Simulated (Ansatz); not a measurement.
Species: 1,1,1,2,2,2-hexafluoroethane, C2F6, net charge 0, singlet state. 
Geometry from a B3LYP-D3(BJ)/def2-TZVP (Ansatz, a quantum-chemistry and plane-wave program) optimisation:
```
C
F 1 1.3334
F 1 1.3334 2 109.09
F 1 1.3334 2 109.09 3 119.07
C 1 1.5541 2 109.85 4 120.47
F 5 1.3334 1 109.85 2 -180.00
F 5 1.3334 6 109.09 1 -120.47
F 5 1.3334 6 109.09 7 -119.07
```
Charge 0, spin multiplicity 1.

Total electronic energies in hartree. Valence correlation only, unless marked. Spin-orbit coupling is left out. No relativistic terms. CBS(X,Y): correlation extrapolated as X^-3; Hartree-Fock from the larger set.

| level | program | energy (Eh) |
|---|---|---|
| RI-HF/aug-cc-pVTZ | Ansatz | -672.65079 |
| B3LYP-D4/def2-TZVPD | Ansatz + dftd4 | -675.58733 |
| PBE0/def2-TZVPD | Ansatz | (withheld) |
| PBE0/def2-QZVPP | Ansatz | -674.96629 |
| B2GP-PLYP-D4/def2-TZVPD | Ansatz + dftd4 | -675.11033 |
| B2GP-PLYP/def2-TZVPD | Ansatz | -675.10802 |
| B2PLYP/def2-TZVPD | Ansatz | -675.21379 |
| SCS-MP2/aug-cc-pVTZ | Ansatz | -674.44325 |
| CCSD(T)/CBS(cc-pVTZ,cc-pVQZ) | Ansatz | -674.8342 |

**Question.** Fill in the missing entries.

**Answer.** 
- PBE0/def2-TZVPD, energy (Eh): -674.93599
